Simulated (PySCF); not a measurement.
H3O2SbTe, SMILES [OH][Sb]([OH])[TeH]. The structure is a stationary point at PBE-D3(BJ)/def2-SVP. The def2 effective core potentials stand for the cores of Sb, Te; spin–orbit coupling is left out. The values are those of a single conformer.

Computed equilibrium geometry at PBE-D3(BJ)/def2-SVP (PySCF confirms it by a frequency run) as bond lengths and angles (one conformer of several):
Atoms: Sb1 O2 H3 O4 H5 Te6 H7. Bond lengths (Å): Sb1–O2 2.015, Sb1–O4 2.014, Sb1–Te6 2.837, O2–H3 0.979, O4–H5 0.980, Te6–H7 1.683. Bond angles (°): O2–Sb1–O4 102.5, O2–Sb1–Te6 93.1, O4–Sb1–Te6 94.8, Sb1–O2–H3 110.2, Sb1–O4–H5 109.0, Sb1–Te6–H7 90.0.
Charge 0, spin multiplicity 1.
